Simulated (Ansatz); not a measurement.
Isolated molecules relaxed with PBE0-D4/def2-TZVP in Ansatz; ΔE leaves out vibrations. CBS: MP2 limit from def2 TZ/QZ plus the TZ coupled-cluster correction, frozen cores. This one scheme is used for every species. Functionals use def2-TZVPP. def2 core potentials past Kr. For I, Zr outer-core shells are correlated without core-valence functions, which leaves a few kJ/mol of doubt a bond.

Consider the ligand exchange at a Zr–I bond: `[F][Zr]([F])([F])[I]` + HCl → `[F][Zr]([F])([F])[Cl]` + HI.

CCSD(T)/CBS gives -9.6 kJ/mol.

(1) Another level gave -11.2 kJ/mol. Which?
A. B97M-V/def2-TZVPP
B. LC-ωPBE/def2-TZVPP
C. r2SCAN0-D4/def2-TZVPP
D. MP2/def2-TZVPP

Largest T1 diagnostic among the species: 0.017.

## Answers

(1) C. r2SCAN0-D4 -11.2, LC-ωPBE -16.3, B97M-V -21.6, MP2/def2-TZVPP -3.8 kJ/mol.

In def2-TZVPP, CCSD(T) changes the Hartree–Fock value by +5.1 kJ/mol (the triples alone add +1.8 kJ/mol) and MP2 by +11.2 kJ/mol. At CCSD(T), def2-SVP lies −10.8 kJ/mol from the extrapolated value and def2-TZVPP −0.4 kJ/mol. Leaving LDA and LC-ωPBE aside and taking each functional with its dispersion term where it has one, the values, not all of them listed here, spread over 13.8 kJ/mol, from B97M-V to PBE-QIDH.
